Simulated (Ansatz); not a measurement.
B(CCH)2(OH) (C4H3BO), SMILES C#CB(O)C#C.

The structure is a stationary point at PBE-D3(BJ)/def2-SVP. The values are those of a single conformer.

Two levels are set side by side: PBE/def2-SVPD (Ansatz, a first-principles code) and PBE0/def2-SVPD (Ansatz). Energy differences of separate SCF runs at the same geometry; the states with an electron removed or added have multiplicity 2 and 2. Differences are taken from unrounded values.

| quantity | PBE0 | PBE | PBE minus PBE0 |
|---|---|---|---|
| vertical ionisation energy (eV) | 10.13 | 9.83 | -0.30 |
| vertical singlet–triplet gap (eV) | 4.20 | 4.08 | -0.11 |
